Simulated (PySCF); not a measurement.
Consider MnMe2, `[CH3][Mn][CH3]` (C2H6Mn, sextet). Coordinates in Å; atoms count from 1 in this order:
```
Mn   -0.3929   -0.1859   -0.0155
C    -0.0143   -0.1107    2.0059
H     0.1308    0.9377    2.3528
H     0.9197   -0.6593    2.2662
H    -0.8243   -0.5490    2.6313
C    -0.0150    0.0975   -2.0177
H    -0.8252   -0.2739   -2.6851
H     0.9196   -0.4203   -2.3332
H     0.1295    1.1761   -2.2553
```

Energies: B3LYP-D3(BJ)/ma-def2-SVP (PySCF, density fitting, integration grid level 2) on PBE-D3(BJ)/def2-SVP structures. Thermal corrections: GFN2-xTB frequencies, unscaled, ideal gas at 298.15 K and 1 bar, quasi-RRHO entropy. These were taken at the GFN2-xTB minima.

What are the vertical and the adiabatic ionisation energy for forming the quintet cation?

8.28 eV vertical and 7.40 eV adiabatic, the latter with zero-point energy.

Where does the unpaired spin of the relaxed quintet cation sit?

Mn1 (Mn) 4.39, C2 (carbon) -0.24, C6 (carbon) -0.24 (intrinsic atomic orbital populations).

What are the vertical and the adiabatic ionisation energy for forming the septet cation?

8.60 eV vertical and 8.07 eV adiabatic, the latter with zero-point energy.

Where does the unpaired spin of the relaxed septet cation sit?

Mn1 (Mn) 4.91, C2 (carbon) 0.55, C6 (carbon) 0.55 (intrinsic atomic orbital populations).

Which spin state does oxidation lead to?

The quintet, 0.68 eV below the septet.

Caveats: thermal terms of C2H6Mn come from a GFN2-xTB structure of other bonding; ma-def2-SVP is a small basis, whose errors can reach tens of kJ/mol; spin-orbit coupling is left out of the energies, which matters for open shells on the heavier atoms; the product is spin contaminated.

Differences come from unrounded values, so a last digit can differ from that of the printed terms.
